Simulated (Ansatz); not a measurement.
Cost and result for the atomization energy of CH₈GeN₂ (`[CH3][GeH]([NH2])[NH2]`) (12 atoms, 11 bonds).

Cartesian coordinates in Å:
```
C -1.5766 -0.0158 0.6071
Ge 0.1949 0.4321 -0.0486
N 1.4684 -0.0927 1.1657
N 0.4088 -0.5233 -1.6151
H -2.3479 0.3090 -0.0935
H -1.6567 -1.0961 0.7381
H -1.7502 0.4682 1.5686
H 0.3968 1.9605 -0.2012
H 2.3318 0.4288 1.1230
H 1.6819 -1.0805 1.1406
H -0.3878 -0.4964 -2.2373
H 1.2368 -0.2938 -2.1474
```

The species carries charge 0 and has multiplicity 1. Correlated methods include outer-core shells of Ge, which these sets cover unevenly. Scalar relativity is left out up to krypton. All single points use the PBE0-D4/def2-TZVP geometry. It is one conformer, not always the lowest. Program: Ansatz. All runs use 4 threads of an Intel Xeon Platinum 8259CL on a shared host. Times are those of one run each, without the atoms' runs, and a repeat can differ threefold. Electronic energies, without spin–orbit coupling; frozen cores. CCSD(T)/CBS adds CCSD(T) − MP2 in def2-TZVPP to the MP2 limit, and its time is that of the two runs behind it. T1 = 0.010. With those shells the extrapolation isn't a true limit. B3LYP takes the VWN-RPA correlation (the form of Gaussian; ORCA's B3LYP/G).

CCSD(T)/CBS is a level of theory with its own doubt, some kJ/mol a heavy atom from the limit and from the frozen cores, so smaller differences don't rank the functionals.

| level | functions | wall time | atomization (kJ/mol) | difference from CCSD(T)/CBS | per bond |
| --- | --- | --- | --- | --- | --- |
| PBE-D4/def2-TZVPP (with forces) | 253 | 2.6 s | 4106.2 | 35.5 | 3.2 |
| PBE0-D4/def2-TZVPP | 253 | 3 s | 4039.2 | -31.5 | -2.9 |
| r2SCAN-D4/def2-TZVPP (with forces) | 253 | 4.2 s | 4036.8 | -33.9 | -3.1 |
| B3LYP-D4/def2-TZVPP (with forces) | 253 | 4.6 s | 4062.7 | -8.0 | -0.7 |
| B2PLYP/def2-TZVPP | 253 | 6 s | 4016.2 | -54.5 | -5.0 |
| ωB97X-V/def2-TZVPP | 253 | 7.5 s | 4078.3 | 7.6 | 0.7 |
| ωB97M-V/def2-TZVPP (with forces) | 253 | 10 s | 4062.0 | -8.7 | -0.8 |
| MP2/def2-QZVPP | 500 | 24 s | 4044.8 | -25.9 | -2.4 |
| CCSD(T)/def2-TZVPP | 253 | 2.2 min | 3963.0 | -107.7 | -9.8 |
| CCSD(T)/CBS(def2) | – | 2.5 min | 4070.7 | 0.0 | 0.0 |

From PBE to PBE0 (25 % exact exchange), in def2-TZVPP and without D4, the atomization energy moves by −63.7 kJ/mol: exact exchange takes away binding that semilocal exchange gives to molecules. In def2-TZVPP, CCSD(T) changes the Hartree–Fock value by +1134.0 kJ/mol (the triples alone add +55.5 kJ/mol) and MP2 by +1152.4 kJ/mol; breaking electron pairs costs correlation energy, which Hartree–Fock lacks. The D4 term adds +33.9 kJ/mol with B3LYP and +17.9 kJ/mol with PBE0; it sums over pairs of atoms, weighted by their polarisabilities, and B3LYP, whose exchange is more repulsive, gets the larger term.
